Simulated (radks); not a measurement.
The numbers below are computed, except where a source is named.
Question: The mean radii <r> (bohr) of the occupied orbitals of an atom or ion are listed with their occupations. Code: a radial shooting solver on a logarithmic mesh with Libxc functionals. Model: scalar-relativistic Kohn-Sham, PBE, spin-unpolarised, spherical densities, point nucleus.

| orbital | occ. | <r> |
|---|---|---|
| 1s | 2 | 0.02150 |
| 2s | 2 | 0.09147 |
| 2p | 6 | 0.08087 |
| 3s | 2 | 0.2380 |
| 3p | 6 | 0.2364 |
| 3d | 10 | 0.2144 |
| 4s | 2 | 0.5038 |
| 4p | 6 | 0.5208 |
| 4d | 4 | 0.5307 |

Name the element and its charge.

Answer: Z = 65, terbium, charge +25: Tb25+ in [Kr] 4d4. The 1s radius gives Z: for a bare nucleus <r> = (2 gamma + 1)/(2Z) with gamma = sqrt(1 - (Z/c)^2), 0.02124 bohr for Z = 65, and screening makes it slightly larger (0.02150 here). The occupations add up to 40, and the charge is Z minus that.
